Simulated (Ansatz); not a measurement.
Isolated molecules relaxed with PBE0-D4/def2-TZVP in Ansatz; ΔE leaves out vibrations. CCSD(T)/CBS adds triple-zeta CCSD(T) − MP2 to the extrapolated MP2 energy (def2 sets, frozen cores). DFT in def2-TZVPP. Elements past krypton have def2 core potentials. For In, Se outer-core shells are correlated without core-valence functions, which leaves a few kJ/mol of doubt a bond. Scalar relativity is left out up to krypton. One conformer a species, not always the lowest.

`C=C[NH][InH2]` + `B[Se]C` → `C[Se][InH2]` + `BNC=C`  (redistribution)

```json
{"level": "B97M-V", "ΔE (kcal/mol)": "-32.4"}
{"level": "PBE-QIDH", "ΔE (kcal/mol)": "-33.8"}
{"level": "revPBE", "ΔE (kcal/mol)": "-32.5"}
{"level": "BLYP", "ΔE (kcal/mol)": "-33.9"}
{"level": "r2SCAN0", "ΔE (kcal/mol)": "-34.7"}
{"level": "CAM-B3LYP", "ΔE (kcal/mol)": "-34.9"}
{"level": "CCSD(T)/def2-SVP", "ΔE (kcal/mol)": "-35.5"}
{"level": "HF/CBS(def2)", "ΔE (kcal/mol)": "-38.0"}
```

Task: What does CCSD(T)/CBS give? (Estimate.)

Result: The calculation gave: -32.3 kcal/mol. The listed levels differ from it by -0.1, -1.5, -0.2, -1.6, -2.4, -2.6, -3.2, -5.7 kcal/mol.

Largest T1 diagnostic among the species: 0.016.

Leaving LDA and LC-ωPBE aside and taking each functional with its dispersion term where it has one, the values, not all of them listed here, spread over 4.8 kcal/mol, from BHLYP-D4 to revPBE-D4. LDA lies −0.8 kcal/mol from PBE without D4. From BLYP to BHLYP (50 % exact exchange), in def2-TZVPP and without D4, ΔE moves by −2.7 kcal/mol.
